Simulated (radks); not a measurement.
Values are calculated unless marked as measured or tabulated.
Task: The mean radii <r> (bohr) of the occupied orbitals of an atom or ion are listed with their occupations. Code: a radial shooting solver on a logarithmic mesh with Libxc functionals. Model: scalar-relativistic Kohn-Sham, r2SCAN, spin-polarised, spherical densities, finite nucleus; meta-GGA in the generalised Kohn-Sham scheme; Fermi nuclear charge, rms radius of each element as measured or else 0.836 A^(1/3) + 0.57 fm.

orbital  occ.      <r>
1s          2  0.02955
2s          2   0.1210

Name the element and its charge. Open shells, if any, are filled with parallel spins first.

Result: Z = 49, indium, charge +45: In45+ in [He] 2s2. The 1s radius gives Z: for a bare nucleus <r> = (2 gamma + 1)/(2Z) with gamma = sqrt(1 - (Z/c)^2), 0.02926 bohr for Z = 49, and screening makes it slightly larger (0.02955 here). The occupations add up to 4, and the charge is Z minus that.
